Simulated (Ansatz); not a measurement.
GeH2Cl2 (SMILES [Cl][GeH2][Cl]): the energy to break a bond

The species is GeH2Cl2 (5 atoms), meant as a singlet with charge 0. As SMILES, `[Cl][GeH2][Cl]`. The shape was relaxed beforehand at wB97X-V/def2-SVP.

```jsonl
{"atom": "Cl", "x (Å)": "-1.7743", "y (Å)": "-0.1593", "z (Å)": "0.9808"}
{"atom": "Ge", "x (Å)": "0.0275", "y (Å)": "0.0807", "z (Å)": "-0.1570"}
{"atom": "Cl", "x (Å)": "1.5813", "y (Å)": "-1.0331", "z (Å)": "0.8144"}
{"atom": "H", "x (Å)": "-0.1975", "y (Å)": "-0.5196", "z (Å)": "-1.5423"}
{"atom": "H", "x (Å)": "0.4130", "y (Å)": "1.5576", "z (Å)": "-0.1374"}
```

Wanted: the dissociation energy of the Ge2–Cl1 bond into doublet GeH2Cl and doublet Cl (shapes relaxed at wB97X-V/def2-SVP, no zero-point term). 1 Eh = 2625.50 kJ/mol = 27.2114 eV. Totals in Eh; open shells run unrestricted unless said.

| level | program | GeH2Cl2 | doublet GeH2Cl | doublet Cl |
| --- | --- | --- | --- | --- |
| PBE/def2-TZVP | Ansatz | -2998.017603 | -2537.904637 | -459.958396 |
| B3LYP/def2-TZVP | Ansatz | -2998.790464 | -2538.476359 | -460.166971 |
| wB97M-V/def2-TZVP | Ansatz | -2998.547937 | -2538.265103 | -460.125146 |

Problem. Work out the dissociation energy at each level.

Solution. 
1. PBE/def2-TZVP: (-2537.904637) + (-459.958396) − (-2998.017603) = 0.154570 Eh = 405.8 kJ/mol = 4.21 eV.
2. B3LYP/def2-TZVP: (-2538.476359) + (-460.166971) − (-2998.790464) = 0.147134 Eh = 386.3 kJ/mol = 4.00 eV.
3. wB97M-V/def2-TZVP: (-2538.265103) + (-460.125146) − (-2998.547937) = 0.157688 Eh = 414.0 kJ/mol = 4.29 eV.

The levels span 386 to 414 kJ/mol; no measured value is set beside them. A bond enthalpy at 298 K also holds the loss of zero-point energy and thermal terms.
